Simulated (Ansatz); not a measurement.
C3H8BCl (`BC(Cl)CC`): the same geometry under several functionals.

```yaml
crystal:
  periodic: [false, false, false]
  atoms:
    - {symbol: B, position_ang: [0.538768, -1.014043, 1.483799]}
    - {symbol: C, position_ang: [-0.408789, 0.001933, 0.778797]}
    - {symbol: Cl, position_ang: [-0.009433, 0.839414, 2.387239]}
    - {symbol: C, position_ang: [0.015410, 0.826372, -0.401800]}
    - {symbol: C, position_ang: [-0.195863, 0.024582, -1.679987]}
    - {symbol: H, position_ang: [1.708240, -0.955810, 1.242480]}
    - {symbol: H, position_ang: [0.083693, -1.885628, 2.159746]}
    - {symbol: H, position_ang: [-1.481243, -0.182838, 0.819209]}
    - {symbol: H, position_ang: [1.070716, 1.090686, -0.295753]}
    - {symbol: H, position_ang: [-0.554519, 1.759392, -0.447237]}
    - {symbol: H, position_ang: [0.395758, -0.893801, -1.670119]}
    - {symbol: H, position_ang: [0.102969, 0.608083, -2.552661]}
    - {symbol: H, position_ang: [-1.245207, -0.253145, -1.808913]}
basis:
  gaussian: {orbitals: def2-TZVPP}
hamiltonian: {xc: r2scan, dispersion: d4}
output: {forces: true, orbitals: {seedname: orbitals}}
```

```sh
$ ansatz run in.yaml --threads 4 --pin off --events-out ev --progress --plain --max-ram 10444MiB
```

Shortened log:

```
Functional definition: r2SCAN
1475 factors; their error is unknown
mean field evaluation 1: about -16423.0068 eV, gradient 7.9e1 eV
mean field evaluation 2: about -16394.0605 eV, gradient 1.3e2 eV
mean field evaluation 4: about -16438.4895 eV, gradient 8.3e0 eV
mean field evaluation 8: about -16438.6648 eV, gradient 2.5e-1 eV
mean field evaluation 16: about -16438.6218 eV, gradient 1.2e-2 eV
mean field -16438.62177737 eV, -604.1082078202 hartree, gradient 7.7e-5 eV, S^2 0.000000; 0 other end points of the search recorded, 0 dependent functions left out
reference -16438.62179099 eV, -604.1082083209 hartree; 24, 24 occupied and 254, 254 virtual orbitals, 1475 factors
Total energy: -16438.68954951 eV, -604.1106984005 hartree
Atom 0 at     0.538768    -1.014043     1.483799 Å, force     0.068024    -0.110020     0.021915 eV/Å
Atom 1 at    -0.408789     0.001933     0.778797 Å, force    -0.095995    -0.177913    -0.176976 eV/Å
Atom 2 at    -0.009433     0.839414     2.387239 Å, force     0.039214     0.177200     0.258276 eV/Å
Atom 3 at     0.015410     0.826372    -0.401800 Å, force     0.049485     0.161799     0.040224 eV/Å
Atom 4 at    -0.195863     0.024582    -1.679987 Å, force    -0.027989    -0.094635    -0.127224 eV/Å
Atom 5 at     1.708240    -0.955810     1.242480 Å, force    -0.042174    -0.002460     0.000221 eV/Å
Atom 6 at     0.083693    -1.885628     2.159746 Å, force     0.018112     0.026945    -0.028291 eV/Å
Atom 7 at    -1.481243    -0.182838     0.819209 Å, force    -0.005594     0.012114    -0.013064 eV/Å
Atom 8 at     1.070716     1.090686    -0.295753 Å, force    -0.003239    -0.002268     0.005081 eV/Å
Atom 9 at    -0.554519     1.759392    -0.447237 Å, force    -0.000314     0.003822    -0.008124 eV/Å
Atom 10 at     0.395758    -0.893801    -1.670119 Å, force    -0.009961     0.011840     0.003978 eV/Å
Atom 11 at     0.102969     0.608083    -2.552661 Å, force    -0.005560    -0.009294     0.019130 eV/Å
Atom 12 at    -1.245207    -0.253145    -1.808913 Å, force     0.015992     0.002871     0.004854 eV/Å
Dipole moment:    -0.197871     0.155902    -0.358238 e Å
```

Hardware: 4 threads of an Arm Neoverse V1 on a shared host. Wall time 6 s, peak host memory 0.41 GiB.

With the line `hamiltonian: {xc: {name: wB97X-V}}` and no forces (abridged; 9 s):

```
Functional definition: wB97X-V
mean field evaluation 16: about -16439.1506 eV, gradient 1.5e-4 eV
mean field -16439.15060369 eV, -604.1276418292 hartree, gradient 1.1e-5 eV, S^2 0.000000
Total energy: -16439.15060146 eV, -604.1276417473 hartree
```

The same input with `hamiltonian: {xc: {name: B3LYP}, dispersion: d4}` (abridged; 6 s):

```
Functional definition: B3LYP
mean field evaluation 16: about -16442.7643 eV, gradient 2.8e-4 eV
mean field -16442.76426136 eV, -604.2604412990 hartree, gradient 1.1e-5 eV, S^2 0.000000
Total energy: -16443.19220577 eV, -604.2761679662 hartree
Atom 0 force     0.110529    -0.286023    -0.076766 eV/Å
Atom 1 force    -0.157014    -0.259358    -0.109626 eV/Å
Atom 2 force     0.003229     0.414636     0.465948 eV/Å
Atom 3 force     0.074531     0.200617     0.026152 eV/Å
Atom 4 force    -0.018905    -0.106474    -0.216437 eV/Å
Atom 5 force    -0.141543    -0.031452     0.029672 eV/Å
Atom 6 force     0.068775     0.087479    -0.090345 eV/Å
Atom 7 force     0.089644     0.007707    -0.026834 eV/Å
Atom 8 force    -0.066300     0.000376    -0.016187 eV/Å
Atom 9 force     0.037392    -0.043248    -0.002302 eV/Å
Atom 10 force    -0.032771     0.042399    -0.012710 eV/Å
Atom 11 force    -0.016275    -0.035077     0.030717 eV/Å
Atom 12 force     0.048709     0.008419    -0.001283 eV/Å
Dipole moment:    -0.194768     0.146694    -0.350327 e Å
```

B3LYP takes the VWN-RPA correlation (the form of Gaussian; ORCA's B3LYP/G).
